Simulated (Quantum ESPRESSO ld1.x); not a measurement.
Question: As0.25+, configuration [Ar] 3d10 4s2 4p(up 2, down 0.75) (fractional occupations, a model configuration). All-electron calculation, scalar-relativistic Kohn-Sham, LDA (Slater exchange, Perdew-Zunger correlation), spin-polarised, spherical densities, point nucleus. Program: ld1.x of Quantum ESPRESSO 7.5. Some entries of the table are withheld. Estimate them.

orbital,occ.,eigenvalue (hartree),<1/r> (bohr^-1),r(max) (bohr)
1s up,1,-430.005,33.42,0.02978
1s down,1,-430.003,33.42,0.02978
2s up,1,-54.6301,7.356,0.1703
2s down,1,-54.6289,7.356,0.1703
2p up,3,-47.9655,7.216,0.1363
2p down,3,-47.9637,7.216,0.1363
3s up,1,-7.04600,2.382,0.5222
3s down,1,-7.04345,2.383,0.5222
3p up,3,-4.98514,2.232,0.5210
3p down,3,-4.98216,2.232,0.5210
3d up,5,-1.58580,1.907,0.4751
3d down,5,-1.58116,1.910,0.4750
4s up,1,-0.62934,0.6888,(1)
4s down,1,-0.59982,0.6899,(2)
4p up,2,-0.27878,0.5333,1.950
4p down,0.75,-0.25075,0.5270,1.953

Answer: 
(1) 4s up r(max) (bohr): 1.605
(2) 4s down r(max) (bohr): 1.599
